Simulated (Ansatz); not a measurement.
Total energies of `CN(C)[SiH3]`.

```xyz
13

C     0.576   -1.354    0.019
N    -0.129   -0.106   -0.135
C     0.291    0.658   -1.284
Si   -0.875    0.659    1.210
H     1.656   -1.216    0.182
H     0.455   -1.975   -0.877
H     0.178   -1.916    0.867
H     0.165    0.070   -2.201
H     1.347    0.963   -1.229
H    -0.315    1.562   -1.384
H     0.056    1.387    2.130
H    -1.557   -0.389    2.013
H    -1.847    1.656    0.689
```

Total charge 0; spin multiplicity 1. The geometry is a stationary point of PBE0-D4/def2-TZVP. Basis def2-TZVPP, Ansatz.

RPA on PBE orbitals: Hartree–Fock energy of these orbitals -424.37480 Eh, correlation -1.21310 Eh (frozen core).

| functional | kind | energy without D4 (Eh) | D4 term (kJ/mol) |
| --- | --- | --- | --- |
| PBE0 | global hybrid, 25 % exact exchange | -425.64205 | -20.3 |
| LC-ωPBE | long-range corrected hybrid | -425.76439 | – |

(1) Give the same for LDA (SPW92), PBE, revPBE, BLYP, r2SCAN, B97M-V, B3LYP, r2SCANh, r2SCAN0, HSE06 (plane-wave form), BHLYP, CAM-B3LYP, ωB97X-V, ωB97M-V, B2PLYP, PBE-QIDH. (Best estimate.)

B3LYP takes the VWN-RPA correlation (the form of Gaussian; ORCA's B3LYP/G). HSE06 is the plane-wave form, built on full-range PBE exchange. The double hybrids freeze the cores in their second-order part.

Answers

(1) The calculation gave: 
```csv
functional,kind,energy without D4 (Eh),D4 term (kJ/mol)
LDA (SPW92),LDA,-423.52805,–
PBE,GGA,-425.58913,-24.1
revPBE,GGA,-425.82358,-80.0
BLYP,GGA,-425.85264,-53.7
r2SCAN,meta-GGA,-425.81957,-6.1
B97M-V,meta-GGA with VV10,-425.84991,–
B3LYP,"global hybrid, 20 %",-425.96543,-38.6
r2SCANh,"meta-GGA hybrid, 10 %",-425.81323,-6.4
r2SCAN0,"meta-GGA hybrid, 25 %",-425.80463,-7.0
HSE06 (plane-wave form),screened hybrid,-425.62696,-18.7
BHLYP,"global hybrid, 50 %",-425.84916,-27.6
CAM-B3LYP,range-separated hybrid,-425.86748,-20.3
ωB97X-V,range-separated hybrid GGA with VV10,-425.84866,–
ωB97M-V,range-separated hybrid meta-GGA with VV10,-425.82937,–
B2PLYP,double hybrid,-425.68655,–
PBE-QIDH,double hybrid,-425.54216,–
```

LC-ωPBE has ω = 0.4 bohr⁻¹.
